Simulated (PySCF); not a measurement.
A structure optimised at PBE-D3(BJ)/def2-SVP, used in a PySCF frequency run:

```xyz
9

C     -1.5842     0.4846     0.0000
N     -1.5561    -0.8020     0.0000
Ge     0.3386    -1.2089     0.0000
Ge     0.2877     1.2581     0.0000
H     -2.5582     1.0305     0.0000
H      0.7355    -2.0190    -1.2671
H      0.7355    -2.0190     1.2671
H      0.7225     2.0701    -1.2594
H      0.7225     2.0701     1.2594
```
Charge 0, spin multiplicity 1.

### Question
Write its SMILES, formula and point group.

### Answer
[CH]1=[N][GeH2][GeH2]1, CH5Ge2N, Cs

### Question
What are its rotational constants (standard atomic weights)?

### Answer
5.4108, 1.9641, 1.4959 GHz
